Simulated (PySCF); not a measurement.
# Core-level binding energies of `CN(C)P1(=N)C=C1`

Compound: C₄H₉N₂P.
Atom-mapped SMILES: `[CH3:1][N:2]([CH3:3])[P:4]1(=[NH:5])[CH:6]=[CH:7]1`

Theory: delta-SCF UKS SCAN, pcX-2 on the ionised atom, pcseg-1 elsewhere, spin-free X2C (PySCF 2.14.0). Vertical ΔSCF values, vacuum level as zero.

Question: What binding energy does each computed site have?

Answer: 
| atom(s) | environment | level | binding energy (eV) | 2p1/2 (eV) | above the level's lowest (eV) | count |
| --- | --- | --- | --- | --- | --- | --- |
| P4 | phosphorus bonded to 2 C and 2 N | P 1s | 2151.83 | – | 0.00 | 1 |
| N2 | nitrogen bonded to 2 C and P | N 1s | 404.86 | – | +2.18 | 1 |
| N5 | nitrogen bonded to P and H | N 1s | 402.68 | – | 0.00 | 1 |
| C1/C3 | N-methyl carbon | C 1s | 291.74 | – | +1.09 | 2 |
| C6/C7 | alkene CH carbon | C 1s | 290.65 | – | 0.00 | 2 |
| P4 | phosphorus bonded to 2 C and 2 N | P 2p3/2 | 137.76 | 138.65 | 0.00 | 1 |

The listed C 1s values span 1.09 eV, from C6/C7 (bonded to C (double bond), H and P) to C1/C3 (bonded to N and 3 H).

The listed N 1s values span 2.18 eV, from N5 (bonded to H and P (double bond)) to N2 (bonded to 2 C and P). Summing the Pauling electronegativity differences to the bonded atoms, each weighted by its formal bond order, gives -2.54 for the lowest site and -1.83 for the highest.

Question: Which effective nuclear charge Zeff reproduces each element's mean 1s value in the hydrogen-like formula E = 13.606 eV × Zeff²?

Answer: C (Z = 6): mean 291.2 eV, Zeff = 4.63, Z − Zeff = 1.37; N (Z = 7): mean 403.8 eV, Zeff = 5.45, Z − Zeff = 1.55; P (Z = 15): mean 2151.8 eV, Zeff = 12.58, Z − Zeff = 2.42. Means run over the listed sites, weighted by atom count.

Question: Which photon wavelength matches the N 1s of N2 (atom 2) threshold?

Answer: λ = hc/E = 12398.42 eV Å / 404.86 eV = 30.624 Å.

Topologically equivalent atoms share the value of their first member; where this conformer doesn't relate them by symmetry, their own values could differ. The 2p values aren't plain energy differences: one relaxed spin-free 2p hole is combined with a matrix within the shell (ground-state 2p orbital-energy differences and spin–orbit coupling). 2p3/2, the mean of its two sublevels, lies a third of the splitting below the shell's mean and 2p1/2 two thirds above it; the statistical areas are 2:1. 2p1/2 minus 2p3/2 (ligand field included): P 0.89 eV. One conformer (not necessarily the lowest) at the PBE0-D3(BJ)/def2-SVP geometry, without solvent, vibrations or thermal averaging.

Hardware: AMD EPYC 7B13, one thread, shared host with 64 logical CPUs at a one-minute load of 13. Cost: 65 s, 0.67 GiB resident at most.

The values belong to the conformer `[CH3:1][N:2]([CH3:3])[P:4]1(=[NH:5])[CH:6]=[CH:7]1`: C1–N2–P4–N5 168°.
